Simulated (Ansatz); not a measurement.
Steps of a relaxation of CH$_{8}$AlNSi$_{2}$ (`[SiH3][SiH2][N]1[CH2][AlH]1`) with RKS PBE-D4/def2-SVP.

```sh
$ ansatz run in.yaml --threads 4 --pin off --events-out ev --progress --plain --max-ram 10444MiB
```

```yaml
crystal:
  periodic: [false, false, false]
  atoms:
    - {symbol: Si, position_ang: [-2.226000, 0.337300, 0.409300]}
    - {symbol: Si, position_ang: [-0.233500, 0.780600, -0.403100]}
    - {symbol: N, position_ang: [0.523700, -0.781000, -0.829300]}
    - {symbol: C, position_ang: [1.369500, -1.332300, 0.327100]}
    - {symbol: Al, position_ang: [2.464700, -0.444900, -0.901200]}
    - {symbol: H, position_ang: [-2.166600, -0.428600, 1.607400]}
    - {symbol: H, position_ang: [-2.903700, 1.658700, 0.729800]}
    - {symbol: H, position_ang: [-3.024500, -0.315600, -0.623500]}
    - {symbol: H, position_ang: [-0.335900, 1.624900, -1.572600]}
    - {symbol: H, position_ang: [0.538500, 1.522900, 0.639900]}
    - {symbol: H, position_ang: [1.318800, -2.450700, 0.313800]}
    - {symbol: H, position_ang: [1.102400, -0.864700, 1.333100]}
    - {symbol: H, position_ang: [3.593000, 0.658800, -1.016000]}
basis:
  gaussian: {orbitals: def2-SVP}
hamiltonian: {xc: pbe, dispersion: d4}
relax: {f_tol: 0.03, max_steps: 200}
```

Positions (Å) and forces (eV/Å) along the path, 10 of 19 steps:

```xyz
13
step=1 energy=-24983.1686 eV
Si   -2.226    0.337    0.409   -1.468    1.314   -0.058
Si   -0.234    0.781   -0.403    1.393   -0.904   -0.320
N     0.524   -0.781   -0.829    2.120    1.166   -0.431
C     1.369   -1.332    0.327   -0.993   -1.064    1.101
Al    2.465   -0.445   -0.901   -1.143    0.528    0.093
H    -2.167   -0.429    1.607    0.014   -0.986    1.350
H    -2.904    1.659    0.730   -0.042   -0.126    0.046
H    -3.025   -0.316   -0.624   -0.510   -0.498   -0.526
H    -0.336    1.625   -1.573   -0.095    0.701   -0.961
H     0.538    1.523    0.640    0.346    0.296    0.278
H     1.319   -2.451    0.314   -0.052    0.378    0.440
H     1.102   -0.865    1.333    0.384   -0.710   -0.501
H     3.593    0.659   -1.016    0.046   -0.094   -0.511
13
step=4 energy=-24984.0915 eV
Si   -2.357    0.339    0.412    0.032   -0.031    0.042
Si   -0.206    0.869   -0.406   -0.188    0.202   -0.037
N     0.813   -0.502   -0.768    0.205   -0.031    0.240
C     1.371   -1.367    0.370    0.155    0.063   -0.052
Al    2.619   -0.391   -0.725   -0.179   -0.317    0.096
H    -2.246   -0.503    1.661   -0.018   -0.017   -0.055
H    -3.091    1.600    0.791    0.002    0.019   -0.018
H    -3.187   -0.401   -0.607    0.026   -0.014    0.029
H    -0.308    1.690   -1.667   -0.025    0.004    0.022
H     0.431    1.773    0.652   -0.086   -0.029   -0.027
H     1.228   -2.454    0.231   -0.163   -0.063   -0.030
H     1.131   -1.060    1.410   -0.052    0.015   -0.018
H     3.824    0.371   -1.340    0.292    0.199   -0.192
13
step=5 energy=-24984.1550 eV
Si   -2.357    0.310    0.404    0.020   -0.035    0.022
Si   -0.217    0.923   -0.390   -0.283    0.275    0.102
N     0.859   -0.405   -0.705    0.583    0.093   -0.037
C     1.376   -1.341    0.375    0.020   -0.224   -0.070
Al    2.676   -0.451   -0.747   -0.513   -0.272    0.101
H    -2.232   -0.545    1.644    0.001    0.016   -0.046
H    -3.121    1.554    0.791    0.002   -0.010   -0.014
H    -3.172   -0.450   -0.609    0.006   -0.010   -0.006
H    -0.320    1.735   -1.656   -0.022   -0.007    0.010
H     0.317    1.864    0.691   -0.027   -0.054   -0.068
H     1.106   -2.407    0.201   -0.019    0.137    0.122
H     1.188   -1.037    1.426    0.000   -0.048    0.038
H     3.919    0.216   -1.411    0.231    0.140   -0.155
13
step=9 energy=-24984.3268 eV
Si   -2.277    0.179    0.338   -0.012   -0.007   -0.020
Si   -0.218    1.180   -0.236    0.056   -0.026    0.012
N     1.055    0.000   -0.448    0.079    0.028   -0.018
C     1.324   -1.224    0.423   -0.117   -0.054    0.148
Al    2.649   -0.675   -0.865    0.027    0.096   -0.117
H    -2.124   -0.670    1.575    0.001    0.000   -0.001
H    -3.296    1.252    0.640    0.012   -0.024   -0.013
H    -2.823   -0.697   -0.762    0.014    0.010    0.008
H    -0.344    1.979   -1.509   -0.011    0.004    0.005
H     0.090    2.166    0.875   -0.014   -0.001    0.006
H     0.634   -2.078    0.251    0.010    0.021    0.022
H     1.432   -1.024    1.512   -0.011   -0.015   -0.038
H     3.919   -0.423   -1.779   -0.034   -0.033    0.007
13
step=10 energy=-24984.3358 eV
Si   -2.234    0.154    0.324   -0.146   -0.003   -0.131
Si   -0.198    1.234   -0.200   -0.097   -0.100    0.056
N     1.082    0.066   -0.410    0.079   -0.032   -0.001
C     1.309   -1.189    0.441   -0.042    0.043    0.101
Al    2.611   -0.702   -0.896    0.106    0.046   -0.144
H    -2.117   -0.690    1.567    0.039    0.003   -0.005
H    -3.327    1.172    0.574    0.083   -0.044   -0.022
H    -2.695   -0.742   -0.806    0.033    0.035    0.075
H    -0.334    2.047   -1.464    0.014    0.010    0.038
H     0.043    2.193    0.948    0.067    0.037   -0.017
H     0.566   -2.001    0.292   -0.042    0.015   -0.023
H     1.460   -1.003    1.526    0.015   -0.001    0.001
H     3.853   -0.574   -1.883   -0.110   -0.007    0.072
13
step=11 energy=-24984.3364 eV
Si   -2.227    0.118    0.275   -0.028    0.064   -0.015
Si   -0.196    1.267   -0.136    0.003    0.029   -0.104
N     1.103    0.122   -0.359    0.200   -0.188   -0.003
C     1.307   -1.156    0.474   -0.159    0.009    0.016
Al    2.563   -0.729   -0.934   -0.002    0.068   -0.098
H    -2.092   -0.702    1.534   -0.051   -0.004   -0.018
H    -3.352    1.115    0.479    0.090   -0.126   -0.031
H    -2.602   -0.819   -0.859    0.057    0.128    0.118
H    -0.316    2.118   -1.376    0.001   -0.020   -0.013
H     0.053    2.233    1.007   -0.051   -0.077    0.038
H     0.494   -1.916    0.356    0.180    0.127    0.047
H     1.528   -0.985    1.553   -0.034   -0.031   -0.096
H     3.759   -0.700   -1.999   -0.206    0.020    0.158
13
step=12 energy=-24984.3512 eV
Si   -2.218    0.120    0.257    0.007    0.014    0.006
Si   -0.189    1.263   -0.132    0.018    0.011   -0.002
N     1.111    0.118   -0.357   -0.063    0.009    0.039
C     1.321   -1.134    0.502    0.044   -0.007   -0.019
Al    2.536   -0.752   -0.956    0.006   -0.008    0.020
H    -2.124   -0.714    1.508   -0.007   -0.012    0.011
H    -3.347    1.101    0.442   -0.019    0.005   -0.005
H    -2.566   -0.795   -0.887   -0.007   -0.014   -0.021
H    -0.296    2.136   -1.357    0.010   -0.008    0.003
H     0.027    2.181    1.055    0.016   -0.022   -0.008
H     0.517   -1.898    0.424   -0.008    0.020    0.003
H     1.571   -0.943    1.567    0.001    0.012   -0.008
H     3.677   -0.718   -2.050    0.002    0.000   -0.020
13
step=13 energy=-24984.3539 eV
Si   -2.226    0.120    0.237   -0.016    0.014   -0.006
Si   -0.188    1.260   -0.117   -0.033    0.026    0.019
N     1.103    0.113   -0.343    0.091   -0.055   -0.020
C     1.345   -1.126    0.525   -0.036    0.036   -0.012
Al    2.519   -0.758   -0.968   -0.026    0.004    0.001
H    -2.150   -0.726    1.483   -0.007   -0.001   -0.002
H    -3.362    1.097    0.412   -0.002   -0.006   -0.001
H    -2.558   -0.788   -0.920    0.007    0.005    0.001
H    -0.270    2.144   -1.335   -0.008    0.003   -0.007
H     0.032    2.161    1.081   -0.004   -0.003    0.009
H     0.532   -1.884    0.484    0.022   -0.020    0.003
H     1.621   -0.915    1.580    0.015    0.001    0.016
H     3.622   -0.732   -2.102   -0.004   -0.005   -0.001
13
step=15 energy=-24984.3572 eV
Si   -2.241    0.114    0.179   -0.023    0.015    0.023
Si   -0.186    1.258   -0.068   -0.070    0.012    0.048
N     1.100    0.110   -0.313    0.142   -0.093   -0.020
C     1.406   -1.087    0.591    0.023    0.014   -0.021
Al    2.460   -0.790   -1.015   -0.064   -0.007    0.086
H    -2.238   -0.764    1.407    0.015    0.024   -0.036
H    -3.382    1.089    0.317   -0.022    0.000    0.004
H    -2.518   -0.765   -1.015    0.016    0.011    0.004
H    -0.234    2.181   -1.259   -0.016    0.002    0.007
H     0.025    2.104    1.172   -0.015   -0.009   -0.021
H     0.597   -1.851    0.650    0.063    0.054   -0.011
H     1.768   -0.828    1.612   -0.025   -0.015   -0.092
H     3.461   -0.806   -2.244   -0.023   -0.009    0.030
13
step=19 energy=-24984.3610 eV
Si   -2.266    0.118    0.130   -0.009   -0.012   -0.011
Si   -0.195    1.244   -0.041    0.013   -0.025   -0.014
N     1.103    0.108   -0.307   -0.004   -0.004    0.010
C     1.471   -1.039    0.640   -0.017   -0.009    0.017
Al    2.426   -0.830   -1.031   -0.003    0.016   -0.007
H    -2.266   -0.848    1.289    0.002    0.007   -0.011
H    -3.407    1.085    0.335    0.013   -0.013   -0.001
H    -2.538   -0.673   -1.127    0.002    0.017    0.021
H    -0.237    2.205   -1.202    0.002    0.000    0.006
H     0.005    2.043    1.230    0.005    0.003   -0.002
H     0.677   -1.803    0.786    0.023    0.026   -0.001
H     1.888   -0.720    1.620   -0.014   -0.007   -0.024
H     3.360   -0.924   -2.306   -0.013    0.000    0.015
```

It took 26 s on 4 threads of an Arm Neoverse V2 on a shared host, with 0.18 GiB of host memory at the peak.
